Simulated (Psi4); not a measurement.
Pair of molecules, SMILES F with SMILES [AsH3] (the first has 2 atoms); geometry from B3LYP-D3(BJ)/def2-TZVP, rigid monomers moved along the line of their centres of mass till H2···As3 is 3.35 Å.
(charge 0, multiplicity 1):
```csv
atom,x (Å),y (Å),z (Å)
F,0.8330,-0.5598,-0.2549
H,0.5508,-0.3219,0.6061
As,-0.4534,0.5267,3.6908
H,0.3371,0.1505,4.9306
H,-1.7825,0.0712,4.2650
H,-0.6404,1.9723,4.1137
```

All values below come from SAPT0/aug-cc-pVDZ in Psi4.

**Question.** Give the four SAPT terms and the total, and say what mostly holds the pair together.

**Answer.** electrostatics -2.00, exchange 0.48, induction -0.53, dispersion -0.38, total -2.43 kcal/mol; the largest attraction is electrostatics.
